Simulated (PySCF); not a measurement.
Correlation energy of Al⁺ (aluminium, charge +1)

[Ne] 3s1 4s1, high-spin 3S determinant (an excited configuration). Computed with PySCF 2.14 in dyall-acv3z (19s12p6d4f, 113 functions), with the spin-free X2C one-electron Hamiltonian (Gaussian nucleus). Frozen: [Ne]; 2 electrons correlated; the 22 highest virtual orbitals of each spin left out.

With two correlated electrons CCSD is exact within the correlated space (frozen core and kept virtual orbitals).

```
level  correlation energy (mhartree)
 CCSD                          -6.52
```

Diagnostics: T1 = 0.011, D1 = 0.0222, largest double amplitude 0.058.

Task: Is a single reference adequate?

Result: Yes: T1 lies below 0.03 and no double amplitude reaches 0.07.
